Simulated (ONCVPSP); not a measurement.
## Transferability test, ONCV potential for tellurium

Te (Z = 52), optimised norm-conserving Vanderbilt (ONCV), made with ONCVPSP 4.0.1 (LDA (Perdew-Zunger), scalar-relativistic). Core [Ar] 3d10, reference 4s2 4p6 4d10 5s2 5p4. Waves: 4s+5s: rc 1.15 bohr, ncon 5, nbas 9, qcut 7.9 1/bohr, 2 projectors; 4p+5p: rc 1.35 bohr, ncon 5, nbas 9, qcut 10.5 1/bohr, 3 projectors, debl 4 Ha; 4d: rc 1.15 bohr, ncon 3, nbas 7, qcut 10.8 1/bohr, local. Local part: the d channel. Core correction: none.

Energies are relative to the spin-unpolarised reference configuration 4s2 4p6 4d10 5s2 5p4; without spin polarisation the order of configurations can differ from experiment.

Q: Give the all-electron excitation energy and the error of the potential for: 4s2 4p6 4d10 5s2 5p3; 4s2 4p6 4d10 5s2 5p2; 4s2 4p6 4d10 5s2 5p1; 4s2 4p6 4d10 5s1 5p5.

A:

```tsv
valence configuration	charge	ΔE all-electron (eV)	error AE − PS (meV)
4s2 4p6 4d10 5s2 5p3	+1	9.916	-2.1
4s2 4p6 4d10 5s2 5p2	+2	28.089	-6.4
4s2 4p6 4d10 5s2 5p1	+3	55.321	-13
4s2 4p6 4d10 5s1 5p5	0	9.353	-0.2
```

Levels in the configuration 4s2 4p6 4d10 5s2 5p2:

| level | all-electron (eV) | pseudo (eV) |
| --- | --- | --- |
| 4s | -183.489 | -183.499 |
| 4p | -133.671 | -133.677 |
| 4d | -61.082 | -61.083 |
| 5s | -33.072 | -33.072 |
| 5p | -22.592 | -22.592 |
